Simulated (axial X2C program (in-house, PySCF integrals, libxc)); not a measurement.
## MgBr⁻: from the spin-free to the two-component result

Calculated with an axial X2C code built on PySCF integrals. Spin-free means the one-electron spin-free X2C Hamiltonian; two-component (2c) means X2C with spin–orbit coupling and atomic mean-field two-electron Coulomb and Gaunt terms, so the difference of the two also holds small scalar two-electron terms. Basis: Br dyall-acv3z [9s10p7d5f1g], Mg dyall-av3z [10s9p6d4f] (cores contracted in-house); Gaussian nuclei, density fitting, unrestricted open shells. Masses: Br 78.918 u, Mg 23.985 u.

Spin-free state: M_S = 0, Λ = 0 (closed shell); fragments Br- + Mg.

```csv
level,Re (Å),ωe (cm⁻¹),De (eV),μ (D)
PBE0,2.581,222.7,1.041,-5.50
HF,2.600,215.9,0.850,-6.04
MP2,2.576,229.3,1.043,n/a
CCSD,2.585,225.5,1.035,n/a
CCSD(T),2.583,227.3,1.065,n/a
PW91,2.599,215.7,1.036,-5.25
```

Correlated methods: 10 electrons correlated (number of frozen shells: Br 3 s, 2 p, 1 d; Mg 2 s, 1 p), 320 virtual spin orbitals or spinors in MP2, 90 natural virtuals in coupled cluster.

Dipoles are positive if Mg is the positive end and refer to the centre of mass.

Two-component determinant lowest at the distance of the search:

Ω = 0 (closed shell); fragments Br- + Mg.

| level | Re (Å) | ωe (cm⁻¹) | De (eV) | μ (D) |
| --- | --- | --- | --- | --- |
| PBE0 | 2.582 | 222.4 | 1.040 | -5.50 |
| HF | 2.601 | 215.6 | 0.849 | -6.04 |
| MP2 | 2.577 | 229.0 | 1.042 | n/a |
| CCSD | 2.586 | 225.2 | 1.034 | n/a |
| CCSD(T) | 2.584 | 227.0 | 1.064 | n/a |
| PW91 | 2.601 | 215.2 | 1.035 | -5.25 |

Question: From the two tables, how do the constants change at the CCSD(T) level (2c against spin-free)?

Answer: At the CCSD(T) level Re increases by 0.001 Å and ωe falls by 0.3 cm⁻¹; De changes by -0.001 eV.

Occupations by symmetry block were frozen at the best pattern of an incomplete PBE0 search. Dissociation energies refer to the lowest single-determinant-based atoms at the same level and basis. Coupled cluster ran in a truncated set of natural virtual spinors; the MP2 energy of the rest was added. (T) has no such correction and the atoms are truncated less, which lowers De at CCSD(T) by a hundredth of an eV or more. The highest occupied level of some functionals is positive through self-interaction error; at Hartree–Fock it is bound. Hartree–Fock gets electron affinities wrong, so its lowest charge split need not be the true one.
